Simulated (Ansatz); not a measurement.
Ansatz (an electronic-structure program) input:
A basis named .json is the Basis Set Exchange file of that set.

Ansatz 0.2 input:
```yaml
crystal:
  periodic: [false, false, false]
  atoms:
    - {symbol: Si, position_ang: [-2.08271016, 1.16685804, -0.08645439]}
    - {symbol: Si, position_ang: [-1.17969787, -0.95437067, 0.33779647]}
    - {symbol: Si, position_ang: [1.11436054, -0.75439425, 0.77827168]}
    - {symbol: Si, position_ang: [2.14395526, 0.43488275, -0.95971168]}
    - {symbol: H, position_ang: [-1.79925194, 2.07317811, 1.05305053]}
    - {symbol: H, position_ang: [-1.45635992, 1.73511341, -1.30470111]}
    - {symbol: H, position_ang: [-3.55030887, 1.10285426, -0.29060147]}
    - {symbol: H, position_ang: [-1.37194873, -1.81414297, -0.85872228]}
    - {symbol: H, position_ang: [-1.88291602, -1.58945898, 1.48211595]}
    - {symbol: H, position_ang: [1.74210566, -2.09314928, 0.92315451]}
    - {symbol: H, position_ang: [1.30202613, -0.01454041, 2.05311435]}
    - {symbol: H, position_ang: [1.59192740, 1.81037807, -1.01101245]}
    - {symbol: H, position_ang: [1.86975584, -0.22929215, -2.25737207]}
    - {symbol: H, position_ang: [3.61226177, 0.51739773, -0.76765506]}
basis:
  gaussian:
    orbitals: aug-cc-pV_T+d_Z.json
    fitting: {mean_field: def2-universal-jkfit, correlation: aug-cc-pVTZ-RIFIT.json}
magnetization: {spin_polarized: true, initial_magnetization: 2}
correlation: {method: mp2, electrons: outside_noble_gas}
```

Q: Predict the final energy.

A: -1161.90095 Eh (RI-MP2/aug-cc-pV(T+d)Z). The basis has 450 functions.

This state (charge 0, triplet) is run at the relaxed geometry of the species with charge 0 and multiplicity 1, and is a spin state other than that species' own.
